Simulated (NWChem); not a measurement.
**A calculation on C2HF4**

```xyz
7

F      1.7937    -0.8975    -0.1438
C      1.1043     0.2282    -0.3089
C     -0.3515     0.1742     0.0157
F     -0.5873     0.0306     1.3496
F     -0.9621    -0.8600    -0.6019
F     -0.9322     1.3287    -0.3785
H      1.6751     1.1696    -0.2697
```
Charge 0, spin multiplicity 2.

Program: NWChem. The geometry was optimised at UPBE/def2-SVP, a minimum by its harmonic frequencies.

The structure started from a generated list of species. The stability of the SCF solutions was not checked.

Worked example. At r2SCAN/def2-TZVP the molecule has a total energy of -476.13185 Ha and the free atoms (multiplicities F 2, C 3, H 2) C -37.83292, H -0.49993, F -99.72764 Ha. The electronic atomisation energy is the atoms' sum less the molecule's energy.

4·(-99.72764) + 2·(-37.83292) + 1·(-0.49993) = -475.07633 Ha for the atoms; less the molecule's energy this leaves 1.05552 Ha, or 662.3 kcal/mol (2771 kJ/mol), without zero-point, thermal or spin-orbit terms.
